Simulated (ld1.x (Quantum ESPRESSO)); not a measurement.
**Before and after: ultrasoft potential for Fe**

ld1.x (Quantum ESPRESSO) 7.5 input, shortened:

```
&input
   title='Fe', zed=26., rel=1, dft='PBE', iswitch=3,
   config='[Ar] 3d6 4s1.75 4p0'
 /
 &inputp
   pseudotype=3, tm=.true., lloc=-1, rcloc=3.05,
   nlcc=.true., new_core_ps=.true.,
   which_augfun='PSQ', rmatch_augfun=1.25
 /
6
4S  1  0   1.75   0.00  2.05  2.45  0.0
4S  1  0   0.00   3.90  2.05  2.45  0.0
4P  2  1   0.00   0.00  2.80  3.65  0.0
4P  2  1   0.00   1.50  2.80  3.65  0.0
3D  3  2   6.00   0.00  1.60  1.90  0.0
3D  3  2   0.00  -0.15  1.60  1.90  0.0
 &test
   configts(1)='3d6 4s1.75 4p0'
 /
```

All-electron outer shells of the reference configuration (PBE, scalar-relativistic, ld1.x):

```
shell  level (eV)  outermost node (bohr)  outermost maximum (bohr)
   3s      -96.00                   0.33                      0.70
   3p      -62.03                   0.30                      0.72
   3d       -9.48                      –                      0.71
   4s       -6.96                   1.00                      2.38
   4p       -2.70                   1.10                      3.17
```

Change: reference 3d6 4s2 4p0.

Cutoffs: the cutoffs (Ry, on a coarse ladder) from which the occupation-weighted sum of valence levels, in a spherical-Bessel basis at the reference potential, stays within 10 and 1 mRy of its value at 400 Ry; they do not see the model core or the augmentation charge, which bear on the density cutoff. Errors are all-electron minus pseudo energies relative to the spin-unpolarised reference configuration.

**Question.** What does the change do?

**Answer.** The potential gets neither clearly harder nor softer (30 Ry and 45 Ry → 30 Ry and 45 Ry); the range in which the p phases agree narrows (upper end 2.9 → 1.8); neither file shows a bound ghost.

| quantity | base | changed |
| --- | --- | --- |
| cutoff, loose | 30 Ry | 30 Ry |
| cutoff, tight | 45 Ry | 45 Ry |
| bound ghosts | none | none |
| largest error over its own tests, meV | -71 | -370 |
| s: phases at 3.95 bohr within 0.05 rad from the reference energy up to (Ry; the scan ends near 5) | to the end of the scan | to the end of the scan |
| p: phases at 3.95 bohr within 0.05 rad from the reference energy up to (Ry; the scan ends near 5) | 2.9 | 1.8 |
| d: phases at 3.95 bohr within 0.05 rad from the reference energy up to (Ry; the scan ends near 5) | 2.5 | 2.6 |
| lowest overlap eigenvalue by channel | s 0.70, p 0.60, d 1.00 | s 0.72, p 0.61, d 1.00 |
